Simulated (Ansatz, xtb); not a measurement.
Molecule: HgCl$_{2}$ (charge 0, triplet). The spin state was set by rule; other spins were not relaxed. SMILES of the parent species: [Cl][Hg][Cl]
Structure (B3LYP-D3(BJ)/def2-TZVP (Ansatz, a first-principles code) minimum search):
```
Hg
Cl 1 2.6610
Cl 1 2.6610 2 62.45
```
Charge 0, spin multiplicity 3.

Harmonic wavenumbers from GFN2-xTB (xtb, at its own minimum), cm⁻¹: 119, 123, 226.

**Question.** Give the harmonic wavenumbers at B3LYP-D3(BJ)/def2-TZVP (Ansatz, finite differences of forces, unscaled).

**Answer.** 85, 138, 232 cm⁻¹. Zero-point energy 0.6 kcal/mol.

**Question.** From these and the geometry, give the ideal-gas thermochemistry at 298.15 K and 1 atm (rigid rotor, harmonic oscillator).

**Answer.** Point group C2v, rotational symmetry number 2. Rotational constants 3.745, 1.863, 1.244 GHz. S(trans) 42.70, S(rot) 26.63, S(vib) 8.48, S(elec, spin only) 2.18, S 80.0 cal/(mol K). H(298) - H(0) 3.59 kcal/mol; G - E(el) -19.6 kcal/mol.
